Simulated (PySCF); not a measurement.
A structure optimised at PBE-D3(BJ)/def2-SVP, used in a PySCF frequency run:

```
C
H 1 1.1190
C 1 1.5435 2 107.31
H 3 1.1100 1 112.61 2 -58.90
H 3 1.1112 4 107.17 1 123.20
H 3 1.1138 4 107.11 5 114.07
C 1 1.5435 2 107.31 3 119.60
H 7 1.1100 1 112.61 2 58.90
H 7 1.1112 8 107.17 1 -123.20
H 7 1.1138 8 107.11 9 -114.07
Be 1 1.6922 2 105.00 3 -120.20
I 11 2.1898 2 151.42 1 180.00
```

Write its SMILES, formula and point group.

C[CH](C)[Be][I], C₃H₇BeI, Cs

What are its rotational constants (standard atomic weights)?

7.8393, 0.79623, 0.74136 GHz
